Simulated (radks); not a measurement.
Q: These are the eigenvalues of the occupied orbitals of an atom or ion with whole-number occupations (hartree). All-electron calculation, scalar-relativistic Kohn-Sham, LDA (Slater exchange, Perdew-Wang correlation), spin-unpolarised, spherical densities, finite nucleus; Fermi nuclear charge, rms radius of each element as measured or else 0.836 A^(1/3) + 0.57 fm. Program: a radial shooting solver on a logarithmic mesh with Libxc functionals.

| orbital | eigenvalue |
|---|---|
| 1s | -36.36656 |
| 2s | -5.88561 |
| 2p | -5.16299 |

Which element is it, and in what charge state? The configuration may be excited.

A: Z = 10, neon, charge +5: Ne5+ in [He] 2s2 2p1. The list shows which subshells hold electrons but not how many an open one holds; the 1s level, -36.367 hartree, gives Z - s = 8.5 by -(Z - s)^2/2, which with screening and relativity narrows Z to a few neighbours, and the depths of the outer levels then fix element, charge and occupations together.
